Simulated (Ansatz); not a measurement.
Ansatz (a quantum-chemistry and plane-wave program) job for H2MoO4, SMILES [OH][Mo](=[O])(=[O])[OH] (connectivity only; charge and spin as stated), charge -1, multiplicity 2, B3LYP-D3(BJ)/def2-SVPD. 

Ansatz 0.2 input:
```yaml
crystal:
  periodic: [false, false, false]
  atoms:
    - {symbol: Mo, position_ang: [-0.00000000, -0.00000000, 0.15278162]}
    - {symbol: O, position_ang: [-1.27132508, -0.49567412, 1.10766367]}
    - {symbol: O, position_ang: [1.27132507, 0.49567413, 1.10766368]}
    - {symbol: O, position_ang: [-1.14776725, 0.46164839, -1.36556697]}
    - {symbol: H, position_ang: [-2.07876730, 0.38599046, -1.14518767]}
    - {symbol: O, position_ang: [1.14776726, -0.46164839, -1.36556696]}
    - {symbol: H, position_ang: [2.07876730, -0.38599046, -1.14518766]}
basis:
  gaussian:
    orbitals: def2-SVPD
hamiltonian:
  xc: b3lyp
  dispersion: d3bj
total_charge: -1
magnetization: {spin_polarized: true, initial_magnetization: 1}
relax: {f_tol: 0.002, max_steps: 200}
```

Log of the run:

```
WARN ansatz: RAYON_NUM_THREADS=1 ignored (pool sized by the plan → 1); use --threads N
Functional definition: B3LYP
integrals: 0.07 GiB planned
1202 factors; their error is unknown
mean field: 0.83 GiB planned
mean field evaluation 1: about -10060.3300 eV, gradient 6.5e1 eV
mean field evaluation 2: about -9903.2757 eV, gradient 2.1e2 eV
mean field evaluation 4: about -10074.6502 eV, gradient 1.9e1 eV
mean field evaluation 8: about -10075.9835 eV, gradient 2.2e-1 eV
mean field evaluation 16: about -10076.0183 eV, gradient 1.5e-3 eV
mean field -10076.01825715 eV, -370.2868411797 hartree, gradient 2.2e-5 eV, S^2 0.753262; 0 other end points of the search recorded, 0 dependent functions left out
the calculation of the forces begins
reference -10076.01851878 eV, -370.2868507946 hartree; 25, 24 occupied and 117, 118 virtual orbitals, 1202 factors
relax step   1: F+E_penalty+E_count = -10076.29527616 eV  Δ(F+E_penalty+E_count) = +0.000e0 eV  max|allowed force component| = 3.020e0 eV/Å  Δτ_max = 0.0000 Å  (41 SCF iters, accepted)
these checks for a lower state are left out or cut short: starts, cluster_reference, orbital_swaps, neighbouring_geometries, increment
integrals: 0.07 GiB planned
1202 factors; their error is unknown
mean field: 0.82 GiB planned
mean field -10076.64528931 eV, -370.3098841868 hartree, gradient 1.5e-5 eV, S^2 0.754289; 0 other end points of the search recorded, 0 dependent functions left out
the calculation of the forces begins
reference -10076.64555460 eV, -370.3098939358 hartree; 25, 24 occupied and 117, 118 virtual orbitals, 1202 factors
relax step   2: F+E_penalty+E_count = -10076.91685305 eV  Δ(F+E_penalty+E_count) = -6.216e-1 eV  max|allowed force component| = 3.750e-1 eV/Å  Δτ_max = 0.1990 Å  (49 SCF iters, accepted)
these checks for a lower state are left out or cut short: starts, cluster_reference, orbital_swaps, neighbouring_geometries, increment
integrals: 0.07 GiB planned
1202 factors; their error is unknown
mean field: 0.82 GiB planned
mean field evaluation 32: about -10075.9956 eV, gradient 1.4e1 eV
mean field -10076.82897667 eV, -370.3166345727 hartree, gradient 3.0e-5 eV, S^2 0.754759; 0 other end points of the search recorded, 0 dependent functions left out
the calculation of the forces begins
reference -10076.82924403 eV, -370.3166443981 hartree; 25, 24 occupied and 117, 118 virtual orbitals, 1202 factors
relax step   3: F+E_penalty+E_count = -10077.09923662 eV  Δ(F+E_penalty+E_count) = -1.824e-1 eV  max|allowed force component| = 9.931e-1 eV/Å  Δτ_max = 0.1967 Å  (50 SCF iters, accepted)
these checks for a lower state are left out or cut short: starts, cluster_reference, orbital_swaps, neighbouring_geometries, increment
integrals: 0.07 GiB planned
1202 factors; their error is unknown
mean field: 0.82 GiB planned
mean field -10076.99194204 eV, -370.3226234395 hartree, gradient 2.8e-5 eV, S^2 0.754682; 0 other end points of the search recorded, 0 dependent functions left out
the calculation of the forces begins
reference -10076.99220959 eV, -370.3226332718 hartree; 25, 24 occupied and 117, 118 virtual orbitals, 1202 factors
relax step   4: F+E_penalty+E_count = -10077.26187897 eV  Δ(F+E_penalty+E_count) = -1.626e-1 eV  max|allowed force component| = 6.894e-1 eV/Å  Δτ_max = 0.1966 Å  (49 SCF iters, accepted)
these checks for a lower state are left out or cut short: starts, cluster_reference, orbital_swaps, neighbouring_geometries, increment
integrals: 0.07 GiB planned
1202 factors; their error is unknown
mean field: 0.82 GiB planned
mean field -10077.12031275 eV, -370.3273409763 hartree, gradient 3.0e-5 eV, S^2 0.754154; 0 other end points of the search recorded, 0 dependent functions left out
the calculation of the forces begins
reference -10077.12058038 eV, -370.3273508114 hartree; 25, 24 occupied and 117, 118 virtual orbitals, 1202 factors
relax step   5: F+E_penalty+E_count = -10077.38995799 eV  Δ(F+E_penalty+E_count) = -1.281e-1 eV  max|allowed force component| = 5.370e-1 eV/Å  Δτ_max = 0.1921 Å  (47 SCF iters, accepted)
these checks for a lower state are left out or cut short: starts, cluster_reference, orbital_swaps, neighbouring_geometries, increment
integrals: 0.07 GiB planned
1202 factors; their error is unknown
mean field: 0.82 GiB planned
mean field evaluation 64: about -10077.1947 eV, gradient 1.0e-3 eV
mean field -10077.19465379 eV, -370.3300729590 hartree, gradient 1.9e-5 eV, S^2 0.753644; 0 other end points of the search recorded, 0 dependent functions left out
the calculation of the forces begins
reference -10077.19492219 eV, -370.3300828223 hartree; 25, 24 occupied and 117, 118 virtual orbitals, 1202 factors
relax step   6: F+E_penalty+E_count = -10077.46445137 eV  Δ(F+E_penalty+E_count) = -7.449e-2 eV  max|allowed force component| = 5.733e-1 eV/Å  Δτ_max = 0.2000 Å  (46 SCF iters, accepted)
these checks for a lower state are left out or cut short: starts, cluster_reference, orbital_swaps, neighbouring_geometries, increment
integrals: 0.07 GiB planned
1202 factors; their error is unknown
mean field: 0.82 GiB planned
mean field -10077.08393267 eV, -370.3260040329 hartree, gradient 9.2e-6 eV, S^2 0.753721; 0 other end points of the search recorded, 0 dependent functions left out
the calculation of the forces begins
reference -10077.08420296 eV, -370.3260139656 hartree; 25, 24 occupied and 117, 118 virtual orbitals, 1202 factors
relax step   7: F+E_penalty+E_count = -10077.35222992 eV  Δ(F+E_penalty+E_count) = +1.122e-1 eV  max|allowed force component| = 1.990e0 eV/Å  Δτ_max = 0.1957 Å  (48 SCF iters, rejected (line search))
these checks for a lower state are left out or cut short: starts, cluster_reference, orbital_swaps, neighbouring_geometries, increment
integrals: 0.07 GiB planned
1202 factors; their error is unknown
mean field: 0.82 GiB planned
mean field -10077.22012680 eV, -370.3310090747 hartree, gradient 1.7e-5 eV, S^2 0.753736; 0 other end points of the search recorded, 0 dependent functions left out
the calculation of the forces begins
reference -10077.22039542 eV, -370.3310189465 hartree; 25, 24 occupied and 117, 118 virtual orbitals, 1202 factors
relax step   8: F+E_penalty+E_count = -10077.48918565 eV  Δ(F+E_penalty+E_count) = -2.473e-2 eV  max|allowed force component| = 2.157e-1 eV/Å  Δτ_max = 0.0845 Å  (47 SCF iters, accepted)
these checks for a lower state are left out or cut short: starts, cluster_reference, orbital_swaps, neighbouring_geometries, increment
integrals: 0.07 GiB planned
1202 factors; their error is unknown
mean field: 0.82 GiB planned
mean field -10077.21893070 eV, -370.3309651189 hartree, gradient 2.4e-5 eV, S^2 0.753692; 0 other end points of the search recorded, 0 dependent functions left out
the calculation of the forces begins
reference -10077.21919969 eV, -370.3309750040 hartree; 25, 24 occupied and 117, 118 virtual orbitals, 1202 factors
relax step   9: F+E_penalty+E_count = -10077.48787714 eV  Δ(F+E_penalty+E_count) = +1.309e-3 eV  max|allowed force component| = 2.766e-1 eV/Å  Δτ_max = 0.0500 Å  (41 SCF iters, rejected (line search))
these checks for a lower state are left out or cut short: starts, cluster_reference, orbital_swaps, neighbouring_geometries, increment
integrals: 0.07 GiB planned
1202 factors; their error is unknown
mean field: 0.82 GiB planned
mean field evaluation 96: about -10077.2211 eV, gradient 1.1e-1 eV
mean field -10077.22121730 eV, -370.3310491499 hartree, gradient 2.1e-5 eV, S^2 0.753670; 0 other end points of the search recorded, 0 dependent functions left out
the calculation of the forces begins
reference -10077.22148623 eV, -370.3310590330 hartree; 25, 24 occupied and 117, 118 virtual orbitals, 1202 factors
relax step  10: F+E_penalty+E_count = -10077.49019198 eV  Δ(F+E_penalty+E_count) = -1.006e-3 eV  max|allowed force component| = 1.962e-1 eV/Å  Δτ_max = 0.0250 Å  (42 SCF iters, accepted)
these checks for a lower state are left out or cut short: starts, cluster_reference, orbital_swaps, neighbouring_geometries, increment
integrals: 0.07 GiB planned
1202 factors; their error is unknown
mean field: 0.82 GiB planned
mean field -10077.22300632 eV, -370.3311148953 hartree, gradient 1.7e-5 eV, S^2 0.753655; 0 other end points of the search recorded, 0 dependent functions left out
the calculation of the forces begins
reference -10077.22327504 eV, -370.3311247704 hartree; 25, 24 occupied and 117, 118 virtual orbitals, 1202 factors
relax step  11: F+E_penalty+E_count = -10077.49208447 eV  Δ(F+E_penalty+E_count) = -1.892e-3 eV  max|allowed force component| = 1.188e-1 eV/Å  Δτ_max = 0.0130 Å  (41 SCF iters, accepted)
these checks for a lower state are left out or cut short: starts, cluster_reference, orbital_swaps, neighbouring_geometries, increment
integrals: 0.07 GiB planned
1202 factors; their error is unknown
mean field: 0.82 GiB planned
mean field -10077.22328366 eV, -370.3311250874 hartree, gradient 1.5e-5 eV, S^2 0.753683; 0 other end points of the search recorded, 0 dependent functions left out
the calculation of the forces begins
reference -10077.22355245 eV, -370.3311349651 hartree; 25, 24 occupied and 117, 118 virtual orbitals, 1202 factors
relax step  12: F+E_penalty+E_count = -10077.49229473 eV  Δ(F+E_penalty+E_count) = -2.103e-4 eV  max|allowed force component| = 2.047e-2 eV/Å  Δτ_max = 0.0018 Å  (45 SCF iters, accepted)
these checks for a lower state are left out or cut short: starts, cluster_reference, orbital_swaps, neighbouring_geometries, increment
integrals: 0.07 GiB planned
1202 factors; their error is unknown
mean field: 0.82 GiB planned
mean field -10077.22328291 eV, -370.3311250596 hartree, gradient 3.8e-5 eV, S^2 0.753684; 0 other end points of the search recorded, 0 dependent functions left out
the calculation of the forces begins
reference -10077.22355170 eV, -370.3311349375 hartree; 25, 24 occupied and 117, 118 virtual orbitals, 1202 factors
relax step  13: F+E_penalty+E_count = -10077.49230145 eV  Δ(F+E_penalty+E_count) = -6.728e-6 eV  max|allowed force component| = 1.905e-3 eV/Å  Δτ_max = 0.0004 Å  (32 SCF iters, accepted)
integrals: 0.07 GiB planned
1202 factors; their error is unknown
mean field: 0.82 GiB planned
mean field evaluation 128: about -10077.0317 eV, gradient 5.7e0 eV
mean field -10077.22328291 eV, -370.3311250596 hartree, gradient 3.8e-5 eV, S^2 0.753684; 3 other end points of the search recorded, 0 dependent functions left out
the calculation of the forces begins
reference -10077.22355170 eV, -370.3311349375 hartree; 25, 24 occupied and 117, 118 virtual orbitals, 1202 factors
Total energy: -10077.49257025 eV, -370.3410211867 hartree
Atom 0 at    -0.000000    -0.000000     0.100534 Å, force     0.000000    -0.000000    -0.001905 eV/Å
Atom 1 at    -0.660486    -1.310843     1.026480 Å, force    -0.000121    -0.000336    -0.000092 eV/Å
Atom 2 at     0.660486     1.310843     1.026479 Å, force     0.000121     0.000336    -0.000092 eV/Å
Atom 3 at    -1.210392     0.609875    -1.352942 Å, force     0.000119    -0.000307     0.001574 eV/Å
Atom 4 at    -2.027011     1.020750    -1.050505 Å, force     0.000289     0.000036    -0.000530 eV/Å
Atom 5 at     1.210392    -0.609875    -1.352942 Å, force    -0.000119     0.000307     0.001574 eV/Å
Atom 6 at     2.027011    -1.020749    -1.050505 Å, force    -0.000289    -0.000036    -0.000530 eV/Å
Dipole moment:     0.000000     0.000000    -0.026465 e Å
```

The run converged.

Cost: about 120 core-seconds (a rough figure).
